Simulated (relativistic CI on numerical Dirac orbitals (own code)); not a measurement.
## Spin-allowed bands of a d2 ion in an octahedral site, by hand

Problem. Take Δ = 26800 cm⁻¹ and B = 750 cm⁻¹ for a d2 ion in an octahedral site. Calculate the three spin-allowed bands.

Working.
1. The terms of highest spin are 3F (energy 0) and 3P (15B = 11250 cm⁻¹). Here the F term splits into A2 at +1.2Δ = 32160, T2 at +0.2Δ = 5360 and T1 at −0.6Δ = -16080 cm⁻¹.
2. The two T1 states mix through the element 0.4Δ: H = [[-16080, 10720], [10720, 11250]], with roots ½(H₁₁ + H₂₂) ∓ ½√[(H₂₂ − H₁₁)² + 4H₁₂²] = ½(-4830) ∓ ½(34736) = -19783 and 14953 cm⁻¹.
3. The ground term is 3T1 at -19783 cm⁻¹.
4. Bands: 3T2 25143 cm⁻¹ (398 nm), 3T1(P) 34736 cm⁻¹ (288 nm), 3A2 51943 cm⁻¹ (193 nm).

Check. Exact diagonalisation of the whole d2 shell with these parameters gives 3T2 25143, 3T1 34736, 3A2 51943 cm⁻¹. The match is exact, since without spin-orbit coupling no other term has this spin. The ratio of the second band to the first, 1.382, depends on Δ/B = 35.7 alone, which is how a Tanabe-Sugano diagram is read.
